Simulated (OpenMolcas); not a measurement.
Sb: effect of the basis set

```yaml
Program: OpenMolcas 26.06
Method: "XMS-CASPT2, IPEA 0.25 Eh, imaginary shift 0.1 Eh (closed shells correlated: 4d 5s)"
Active_space: 3 electrons in 3 orbitals (5p)
State_averaging: 2S+1 = 4 odd, 1 root; 2S+1 = 2 odd, 8 roots
Spin-orbit_coupling: RASSI with atomic mean-field integrals over the reference wave functions, term energies averaged over their components
```

A. ANO-RCC-VTZP [7s6p4d2f1g], DKH2, point nucleus; CASPT2 step about 0.8 core-seconds
B. ANO-RCC-VQZP [8s7p5d3f2g], DKH2, point nucleus; CASPT2 step about 1 core-seconds
C. ANO-R3 [8s7p5d3f2g1h], X2C, finite nucleus; CASPT2 step about 2 core-seconds

Energies in cm⁻¹ above 5s² 5p³ ⁴S°_3/2, the measured ground level; measured values from NIST Handbook of Basic Atomic Spectroscopic Data.

```
          Level      A      B      C  Measured
5s² 5p³ ⁴S°_3/2    0.0    0.0    0.0       0.0
5s² 5p³ ²D°_3/2   9150   8420   8840      8512
5s² 5p³ ²D°_5/2  10230   9530   9920      9854
5s² 5p³ ²P°_1/2  17000  15990  16460     16395
5s² 5p³ ²P°_3/2  18540  17610  18030     18464
```

Deviations, from unrounded energies. A percentage is the sum of absolute deviations over the sum of measured energies, with the sign that they share, or ± where signs differ.

```csv
Against measurement,Levels,A,B,C
mean absolute deviation (cm-1),4,420,420,230
other terms of the ground configuration (%),4,+3.2,-3.2,±1.7
```

C lies closest to measurement on these levels and A furthest from it. The largest miss of C in the table is 5s² 5p³ ²P°_3/2, by -440 cm-1. The ranking rests on the paired levels alone, and a cruder setting can come out closer through cancelling errors.

The two smallest mean deviations differ by little beside CASPT2's spread within terms, so their order carries little weight.

Among A to C the level of the table that moves most is 5s² 5p³ ²P°_1/2, by 1000 cm-1 (lowest in B, highest in A). Moves below CASPT2's spread within the term are not significant.

CASPT2 does not keep the components of a term degenerate, so their means are used; among the terms shown or strongly mixed into the levels shown the widest spread is 2000 cm-1 (5s² 5p³ ²D°, B). With the s shell closed, the reference lacks s² → p² mixing. Computed and measured levels are paired by configuration, term and J; levels that our copy of the source lacks, or whose pairing is in doubt (as where it misses far off the trend of its configuration), stay unpaired and out of the deviations. Levels of configurations outside the active space are missing.

° marks odd parity.
